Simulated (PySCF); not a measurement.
## Nonlinear optical response: `Cc1ccc([S@@](C)=O)cc1`, C8H10OS

Geometry:
```csv
atom,x (Å),y (Å),z (Å)
C1,-2.970,0.334,0.543
C2,-1.565,-0.116,0.268
C3,-0.831,-0.816,1.234
C4,0.460,-1.267,0.973
C5,1.030,-1.002,-0.266
S6,2.687,-1.653,-0.570
C7,3.562,-0.070,-0.378
O8,3.058,-2.464,0.639
C9,0.320,-0.325,-1.255
C10,-0.968,0.122,-0.977
H11,-3.218,1.249,-0.014
H12,-3.695,-0.440,0.241
H13,-3.129,0.529,1.614
H14,-1.283,-1.014,2.210
H15,1.049,-1.828,1.705
H16,3.351,0.304,0.633
H17,3.235,0.644,-1.147
H18,4.632,-0.292,-0.488
H19,0.765,-0.145,-2.238
H20,-1.527,0.662,-1.747
```

Theory: PySCF 2.14.0, quadratic response CAM-B3LYP/aug-cc-pVDZ first hyperpolarisability, Taylor convention, gas phase. Geometry: PBE0-D3(BJ)/def2-SVP.

Task: What is the first hyperpolarisability, and how does it disperse?

Result: In 10⁻³⁰ esu, Taylor convention; the vector part is βᵢ = ⅓ Σⱼ (βᵢⱼⱼ + βⱼᵢⱼ + βⱼⱼᵢ); β∥ is 3/5 of the vector part along the dipole, the dipole points from − to +:
| process | λ (nm) | β vector norm | β∥ | β HRS | depolarisation ratio |
| --- | --- | --- | --- | --- | --- |
| static β(0;0,0) | ∞ | 1.94 | -0.78 | 0.74 | 7.17 |
| second harmonic β(−2ω;ω,ω) | 1907 | 2.05 | -0.82 | 0.78 | 7.31 |
| Pockels β(−ω;ω,0) | 1907 | 1.98 | -0.79 | – | – |
| second harmonic β(−2ω;ω,ω) | 1064 | 2.33 | -0.94 | 0.88 | 7.62 |
| Pockels β(−ω;ω,0) | 1064 | 2.06 | -0.83 | – | – |

Task: Which lowest excitations, dipole and polarisabilities go with it?

Result: S1 5.20 eV (f = 0.005); S2 5.26 eV (f = 0.132); S3 5.86 eV (f = 0.038); dipole 4.45 D; isotropic α 122.1 au static, 122.5 au at 1907 nm, 123.6 au at 1064 nm, 124.0 au at 953.5 nm, 128.7 au at 532 nm.
